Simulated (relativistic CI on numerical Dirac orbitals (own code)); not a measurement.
Computed by Dirac-Coulomb-Breit CI, orbitals from a KLI potential per configuration, QED by a radiative potential, unscaled Slater integrals (own radial code, finite nucleus).

Configuration list: 1s2, 1s 2s, 1s 2p, 1s 3s, 1s 3p, 1s 3d, 1s 4s, 1s 4p, 1s 4d, 1s 4f, 1s 5s, 1s 5p, 1s 5d, 1s 5f, 1s 5g, 1s 6s, 1s 6p, 1s 6d, 2s2. Levels of other configurations are missing.

At this charge energies of transitions that change n are usually good to better than 1 %, and those within a shell (Δn = 0) to a few per cent.

Outline of the computed level scheme of Cs LIV. Lowest level of each configuration: 1s2 1S_0 at 0.0 eV; 1s 2s 3S_1 at 31310.3 eV; 1s 2p 3P°_1 at 31389.5 eV; 1s 3s 3S_1 at 37235.9 eV; 1s 3p 3P°_1 at 37257.4 eV; 1s 3d 3D_2 at 37391.0 eV; 1s 4s 3S_1 at 39282.7 eV; 1s 4p 3P°_1 at 39291.5 eV; 1s 4d 3D_2 at 39347.7 eV.

Some strong electric-dipole decays among the lowest 27 levels: 1s 2p 1P°_1 → 1s2 1S_0 (7.3e+15 s⁻¹); 1s 2p 3P°_1 → 1s2 1S_0 (3.3e+15 s⁻¹); 1s 3p 1P°_1 → 1s2 1S_0 (2.0e+15 s⁻¹); 1s 3p 3P°_1 → 1s2 1S_0 (8.6e+14 s⁻¹); 1s 4p 1P°_1 → 1s2 1S_0 (8.3e+14 s⁻¹); 1s 3d 3D_3 → 1s 2p 3P°_2 (5.5e+14 s⁻¹); 1s 3d 1D_2 → 1s 2p 1P°_1 (4.9e+14 s⁻¹); 1s 3d 3D_2 → 1s 2p 3P°_1 (4.9e+14 s⁻¹).

LS names give the leading component of a level, which can be under half, so a name can repeat, a term be missing and a line seem to break the LS rules.
